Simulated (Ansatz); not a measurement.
Ansatz (an electronic-structure program) job for C₂H₅ClOSi₂, SMILES O[SiH2]C#C[SiH2]Cl, B3LYP-D3(BJ)/def2-SVP. 

Ansatz 0.2 input:
```yaml
crystal:
  periodic: [false, false, false]
  atoms:
    - {symbol: O, position_ang: [-3.33532629, 0.30893521, 1.02258324]}
    - {symbol: Si, position_ang: [-2.78128926, -0.77311004, -0.05574952]}
    - {symbol: C, position_ang: [-0.93157159, -0.65708654, -0.21537874]}
    - {symbol: C, position_ang: [0.27192319, -0.56848978, -0.31564798]}
    - {symbol: Si, position_ang: [2.10653723, -0.40383393, -0.45254135]}
    - {symbol: Cl, position_ang: [2.61595980, 1.44614856, 0.20234938]}
    - {symbol: H, position_ang: [-3.14342464, 1.24072406, 0.96722447]}
    - {symbol: H, position_ang: [-3.33313357, -0.52026099, -1.38998107]}
    - {symbol: H, position_ang: [-3.17361975, -2.03535877, 0.55229535]}
    - {symbol: H, position_ang: [2.75815466, -1.39074381, 0.40493596]}
    - {symbol: H, position_ang: [2.50773617, -0.51969404, -1.85284725]}
basis:
  gaussian:
    orbitals: def2-SVP
hamiltonian:
  xc: b3lyp
  dispersion: d3bj
relax: {f_tol: 0.002, max_steps: 200}
```

Program output:

```
WARN ansatz: RAYON_NUM_THREADS=2 ignored (pool sized by the plan → 2); use --threads N
Functional definition: B3LYP
integrals: 0.08 GiB planned
1259 factors; integrals over basis functions are off by at most 5.0e-4 eV
mean field: 0.63 GiB planned
mean field evaluation 1: about -32462.7031 eV, gradient 6.1e1 eV
mean field evaluation 2: about -32453.9806 eV, gradient 9.0e1 eV
mean field evaluation 4: about -32470.5508 eV, gradient 4.4e0 eV
mean field evaluation 8: about -32470.6105 eV, gradient 1.1e-1 eV
mean field evaluation 16: about -32470.6105 eV, gradient 2.5e-5 eV
mean field -32470.61051857 eV, -1193.2729271872 hartree, gradient 2.5e-5 eV, S^2 0.000000; 0 other end points of the search recorded, 0 dependent functions left out
the calculation of the forces begins
reference -32470.61083430 eV, -1193.2729387901 hartree; 35, 35 occupied and 86, 86 virtual orbitals, 1259 factors
relax step   1: F+E_penalty+E_count = -32471.10708212 eV  Δ(F+E_penalty+E_count) = +0.000e0 eV  max|allowed force component| = 1.780e0 eV/Å  Δτ_max = 0.0000 Å  (27 SCF iters, accepted)
these checks for a lower state are left out or cut short: starts, cluster_reference, orbital_swaps, neighbouring_geometries, increment
integrals: 0.08 GiB planned
1259 factors; integrals over basis functions are off by at most 5.5e-4 eV
mean field: 0.63 GiB planned
[...]
integrals: 0.08 GiB planned
1259 factors; integrals over basis functions are off by at most 6.4e-4 eV
mean field: 0.63 GiB planned
mean field -32470.73774174 eV, -1193.2776025524 hartree, gradient 1.2e-5 eV, S^2 0.000000; 0 other end points of the search recorded, 0 dependent functions left out
the calculation of the forces begins
reference -32470.73805661 eV, -1193.2776141238 hartree; 35, 35 occupied and 86, 86 virtual orbitals, 1259 factors
relax step  35: F+E_penalty+E_count = -32471.23072487 eV  Δ(F+E_penalty+E_count) = +6.100e-5 eV  max|allowed force component| = 3.404e-2 eV/Å  Δτ_max = 0.0734 Å  (29 SCF iters, rejected (line search))
these checks for a lower state are left out or cut short: starts, cluster_reference, orbital_swaps, neighbouring_geometries, increment
integrals: 0.08 GiB planned
1259 factors; integrals over basis functions are off by at most 6.4e-4 eV
mean field: 0.63 GiB planned
mean field -32470.73773346 eV, -1193.2776022481 hartree, gradient 1.4e-5 eV, S^2 0.000000; 0 other end points of the search recorded, 0 dependent functions left out
the calculation of the forces begins
reference -32470.73804801 eV, -1193.2776138077 hartree; 35, 35 occupied and 86, 86 virtual orbitals, 1259 factors
relax step  36: F+E_penalty+E_count = -32471.23081142 eV  Δ(F+E_penalty+E_count) = -2.556e-5 eV  max|allowed force component| = 1.348e-2 eV/Å  Δτ_max = 0.0358 Å  (31 SCF iters, accepted)
these checks for a lower state are left out or cut short: starts, cluster_reference, orbital_swaps, neighbouring_geometries, increment
integrals: 0.08 GiB planned
1259 factors; integrals over basis functions are off by at most 6.4e-4 eV
mean field: 0.63 GiB planned
mean field evaluation 256: about -32470.7377 eV, gradient 8.7e-2 eV
mean field -32470.73773205 eV, -1193.2776021963 hartree, gradient 1.4e-5 eV, S^2 0.000000; 0 other end points of the search recorded, 0 dependent functions left out
the calculation of the forces begins
reference -32470.73804681 eV, -1193.2776137637 hartree; 35, 35 occupied and 86, 86 virtual orbitals, 1259 factors
relax step  37: F+E_penalty+E_count = -32471.23081602 eV  Δ(F+E_penalty+E_count) = -4.598e-6 eV  max|allowed force component| = 1.733e-2 eV/Å  Δτ_max = 0.0273 Å  (30 SCF iters, accepted)
these checks for a lower state are left out or cut short: starts, cluster_reference, orbital_swaps, neighbouring_geometries, increment
integrals: 0.08 GiB planned
1259 factors; integrals over basis functions are off by at most 6.4e-4 eV
mean field: 0.63 GiB planned
mean field -32470.73776385 eV, -1193.2776033650 hartree, gradient 1.6e-5 eV, S^2 0.000000; 0 other end points of the search recorded, 0 dependent functions left out
the calculation of the forces begins
reference -32470.73807863 eV, -1193.2776149329 hartree; 35, 35 occupied and 86, 86 virtual orbitals, 1259 factors
relax step  38: F+E_penalty+E_count = -32471.23083564 eV  Δ(F+E_penalty+E_count) = -1.962e-5 eV  max|allowed force component| = 1.449e-2 eV/Å  Δτ_max = 0.0049 Å  (25 SCF iters, accepted)
these checks for a lower state are left out or cut short: starts, cluster_reference, orbital_swaps, neighbouring_geometries, increment
integrals: 0.08 GiB planned
1259 factors; integrals over basis functions are off by at most 6.4e-4 eV
mean field: 0.63 GiB planned
mean field -32470.73778222 eV, -1193.2776040401 hartree, gradient 1.7e-5 eV, S^2 0.000000; 0 other end points of the search recorded, 0 dependent functions left out
the calculation of the forces begins
reference -32470.73809702 eV, -1193.2776156086 hartree; 35, 35 occupied and 86, 86 virtual orbitals, 1259 factors
relax step  39: F+E_penalty+E_count = -32471.23084921 eV  Δ(F+E_penalty+E_count) = -1.358e-5 eV  max|allowed force component| = 7.370e-3 eV/Å  Δτ_max = 0.0051 Å  (24 SCF iters, accepted)
these checks for a lower state are left out or cut short: starts, cluster_reference, orbital_swaps, neighbouring_geometries, increment
integrals: 0.08 GiB planned
1259 factors; integrals over basis functions are off by at most 6.4e-4 eV
mean field: 0.63 GiB planned
mean field -32470.73778772 eV, -1193.2776042421 hartree, gradient 1.0e-5 eV, S^2 0.000000; 0 other end points of the search recorded, 0 dependent functions left out
the calculation of the forces begins
reference -32470.73810261 eV, -1193.2776158142 hartree; 35, 35 occupied and 86, 86 virtual orbitals, 1259 factors
relax step  40: F+E_penalty+E_count = -32471.23086228 eV  Δ(F+E_penalty+E_count) = -1.306e-5 eV  max|allowed force component| = 4.084e-3 eV/Å  Δτ_max = 0.0188 Å  (25 SCF iters, accepted)
these checks for a lower state are left out or cut short: starts, cluster_reference, orbital_swaps, neighbouring_geometries, increment
integrals: 0.08 GiB planned
1259 factors; integrals over basis functions are off by at most 6.4e-4 eV
mean field: 0.63 GiB planned
mean field -32470.73784259 eV, -1193.2776062586 hartree, gradient 1.4e-5 eV, S^2 0.000000; 0 other end points of the search recorded, 0 dependent functions left out
the calculation of the forces begins
reference -32470.73815764 eV, -1193.2776178365 hartree; 35, 35 occupied and 86, 86 virtual orbitals, 1259 factors
relax step  41: F+E_penalty+E_count = -32471.23087342 eV  Δ(F+E_penalty+E_count) = -1.114e-5 eV  max|allowed force component| = 1.095e-2 eV/Å  Δτ_max = 0.0408 Å  (30 SCF iters, accepted)
these checks for a lower state are left out or cut short: starts, cluster_reference, orbital_swaps, neighbouring_geometries, increment
integrals: 0.08 GiB planned
1259 factors; integrals over basis functions are off by at most 6.4e-4 eV
mean field: 0.63 GiB planned
mean field evaluation 288: about -32470.7378 eV, gradient 1.6e-5 eV
mean field -32470.73784451 eV, -1193.2776063290 hartree, gradient 1.7e-5 eV, S^2 0.000000; 0 other end points of the search recorded, 0 dependent functions left out
the calculation of the forces begins
reference -32470.73815955 eV, -1193.2776179065 hartree; 35, 35 occupied and 86, 86 virtual orbitals, 1259 factors
relax step  42: F+E_penalty+E_count = -32471.23087912 eV  Δ(F+E_penalty+E_count) = -5.706e-6 eV  max|allowed force component| = 6.603e-3 eV/Å  Δτ_max = 0.0011 Å  (21 SCF iters, accepted)
these checks for a lower state are left out or cut short: starts, cluster_reference, orbital_swaps, neighbouring_geometries, increment
integrals: 0.08 GiB planned
1259 factors; integrals over basis functions are off by at most 6.4e-4 eV
mean field: 0.63 GiB planned
mean field -32470.73785726 eV, -1193.2776067977 hartree, gradient 2.1e-5 eV, S^2 0.000000; 0 other end points of the search recorded, 0 dependent functions left out
the calculation of the forces begins
reference -32470.73817233 eV, -1193.2776183764 hartree; 35, 35 occupied and 86, 86 virtual orbitals, 1259 factors
relax step  43: F+E_penalty+E_count = -32471.23088478 eV  Δ(F+E_penalty+E_count) = -5.655e-6 eV  max|allowed force component| = 5.477e-3 eV/Å  Δτ_max = 0.0141 Å  (25 SCF iters, accepted)
these checks for a lower state are left out or cut short: starts, cluster_reference, orbital_swaps, neighbouring_geometries, increment
integrals: 0.08 GiB planned
1259 factors; integrals over basis functions are off by at most 6.4e-4 eV
mean field: 0.63 GiB planned
mean field -32470.73787291 eV, -1193.2776073729 hartree, gradient 1.4e-5 eV, S^2 0.000000; 0 other end points of the search recorded, 0 dependent functions left out
the calculation of the forces begins
reference -32470.73818804 eV, -1193.2776189536 hartree; 35, 35 occupied and 86, 86 virtual orbitals, 1259 factors
relax step  44: F+E_penalty+E_count = -32471.23088880 eV  Δ(F+E_penalty+E_count) = -4.019e-6 eV  max|allowed force component| = 1.931e-3 eV/Å  Δτ_max = 0.0201 Å  (31 SCF iters, accepted)
these checks for a lower state are left out or cut short: starts, cluster_reference, orbital_swaps, neighbouring_geometries, increment
integrals: 0.08 GiB planned
1259 factors; integrals over basis functions are off by at most 6.4e-4 eV
mean field: 0.63 GiB planned
mean field -32470.73787604 eV, -1193.2776074877 hartree, gradient 2.4e-5 eV, S^2 0.000000; 0 other end points of the search recorded, 0 dependent functions left out
the calculation of the forces begins
reference -32470.73819119 eV, -1193.2776190694 hartree; 35, 35 occupied and 86, 86 virtual orbitals, 1259 factors
relax step  45: F+E_penalty+E_count = -32471.23088934 eV  Δ(F+E_penalty+E_count) = -5.394e-7 eV  max|allowed force component| = 1.553e-3 eV/Å  Δτ_max = 0.0102 Å  (25 SCF iters, accepted)
these checks for a lower state are left out or cut short: starts, cluster_reference, orbital_swaps, neighbouring_geometries, increment
integrals: 0.08 GiB planned
1259 factors; integrals over basis functions are off by at most 6.4e-4 eV
mean field: 0.63 GiB planned
mean field -32470.73787549 eV, -1193.2776074677 hartree, gradient 3.5e-5 eV, S^2 0.000000; 0 other end points of the search recorded, 0 dependent functions left out
the calculation of the forces begins
reference -32470.73819065 eV, -1193.2776190496 hartree; 35, 35 occupied and 86, 86 virtual orbitals, 1259 factors
relax step  46: F+E_penalty+E_count = -32471.23088962 eV  Δ(F+E_penalty+E_count) = -2.841e-7 eV  max|allowed force component| = 1.668e-3 eV/Å  Δτ_max = 0.0023 Å  (20 SCF iters, accepted)
integrals: 0.08 GiB planned
1259 factors; integrals over basis functions are off by at most 6.4e-4 eV
mean field: 0.63 GiB planned
mean field evaluation 320: about -32470.7253 eV, gradient 9.8e-1 eV
mean field -32470.73787549 eV, -1193.2776074677 hartree, gradient 3.5e-5 eV, S^2 0.000000; 1 other end points of the search recorded, 0 dependent functions left out
the calculation of the forces begins
reference -32470.73819065 eV, -1193.2776190496 hartree; 35, 35 occupied and 86, 86 virtual orbitals, 1259 factors
Total energy: -32471.23120478 eV, -1193.2957369846 hartree
Atom 0 at    -3.346176    -0.046568     1.285372 Å, force     0.000705    -0.000137    -0.001423 eV/Å
Atom 1 at    -2.794930    -0.671168    -0.154419 Å, force    -0.000334     0.001026     0.001668 eV/Å
Atom 2 at    -0.953401    -0.585409    -0.248351 Å, force    -0.000266    -0.000973    -0.000571 eV/Å
Atom 3 at     0.268115    -0.504951    -0.302357 Å, force    -0.000170     0.000354     0.000476 eV/Å
Atom 4 at     2.092093    -0.398183    -0.383438 Å, force     0.000302     0.000059     0.000042 eV/Å
Atom 5 at     2.654892     1.570899    -0.732556 Å, force    -0.000000     0.000200    -0.000127 eV/Å
Atom 6 at    -3.081184     0.853063     1.511312 Å, force    -0.000100    -0.000419    -0.000025 eV/Å
Atom 7 at    -3.323516     0.068020    -1.334478 Å, force     0.000019    -0.000033    -0.000001 eV/Å
Atom 8 at    -3.218995    -2.089537    -0.182570 Å, force    -0.000002     0.000012    -0.000055 eV/Å
Atom 9 at     2.676101    -0.831135     0.909584 Å, force    -0.000087    -0.000137    -0.000142 eV/Å
Atom 10 at     2.588947    -1.237799    -1.500855 Å, force    -0.000067     0.000048     0.000157 eV/Å
Dipole moment:    -0.022159     0.006944     0.018064 e Å
```

The calculation finished and met its thresholds.

Cost: about 7 core-minutes (a rough figure).
